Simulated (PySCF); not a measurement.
C5H5Cl, SMILES Cl/C=C/C=C=C.

The structure is a stationary point at PBE0-D3(BJ)/def2-SVP. The structure was generated by enumeration; whether it is a known compound was not checked. Other conformers were not sampled.

Method: PBE/def2-TZVP in PySCF.

Isolated molecule, no solvent.

```
Quantity                                                                                                        Result
---------------------------------------------------------------------------------------------  -----------------------
total energy                                                                                        -653.29736 hartree
point group                                                                                                         Cs
highest occupied level                                                                                        -5.53 eV
lowest empty level                                                                                            -2.13 eV
orbital gap                                                                                                    3.40 eV
dipole moment                                                                                                   1.43 D
quadrupole, principal values (traceless, Buckingham form, about the centre of nuclear charge)   -3.29, -2.85, 6.14 D·Å
mean static polarisability                                                                       81.3 bohr³ (12.05 Å³)
polarisability, principal values                                                               44.6, 71.6, 127.8 bohr³
```
